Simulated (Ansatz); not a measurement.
The same path of ClF3Ge + H3P (9 atoms, charge 0, multiplicity 1) was run twice with different band settings. Lost on the way: Ge1–Cl2, P6–H9. Made: Ge1–P6, Cl2–H9.

All numbers below come from RKS PBE0/def2-SVP (Ansatz 0.2.0).

Relaxed end points:

```xyz
9
Properties=species:S:1:pos:R:3
Ge 0.577 -0.063 -0.016
Cl 1.160 -0.055 1.998
F 1.917 0.128 -1.051
F -0.518 1.202 -0.347
F -0.191 -1.529 -0.433
P -3.492 0.158 1.227
H -2.760 -0.762 0.415
H -3.927 -0.867 2.123
H -2.354 0.477 2.031
```

```xyz
9
Properties=species:S:1:pos:R:3
Ge -0.711 -0.253 -0.207
Cl -0.576 1.146 3.154
F 0.483 -1.445 0.127
F 0.100 1.242 0.153
F -0.872 -0.224 -1.918
P -2.725 -0.483 0.851
H -3.074 -1.521 -0.072
H -2.153 -1.385 1.797
H -0.059 1.612 2.062
```

Common settings: movable images 7; climbing image yes; spring 5.0 eV/Å²; optimiser quadratic models (default); force threshold 0.05 eV/Å; iteration limit 60; end points relaxed.

| run | start path |
| --- | --- |
| 1 | through a guess of the saddle point |
| 2 | straight line |

(1) What does each run give, and how far can it be trusted?

Answers

(1) Run 1: converged after 44 iterations, highest image 2.077 eV above the first end. The profile has 2 maxima (images 3, 7) with wells between them (image 5): this band takes more than one step, which may be the mechanism or a detour left from its start path. A structure lower than the first end lies on the path between it and the top, so the climb from that side starts below the end, which may itself be a saddle point or a shallow side well. A structure lower than the last end lies on the path between it and the top, so the climb from that side starts below the end, which may itself be a saddle point or a shallow side well. Neighbouring images differ by up to 2.1 eV, so the band resolves the path poorly. A vibrational analysis at the climbing image gives one clearly imaginary mode, 977i cm⁻¹: a first-order saddle point. Another band between the same ends, with other settings, climbed to 1.281 eV only, so this may not be the lowest route.
Run 2: converged after 44 iterations, highest image 1.281 eV above the first end. Neighbouring images differ by up to 1.3 eV, so the band resolves the path poorly. The order of the point at the top wasn't checked.
The orbitals stay closed-shell, which can raise the energy where a bond breaks towards radicals; this wasn't checked here.
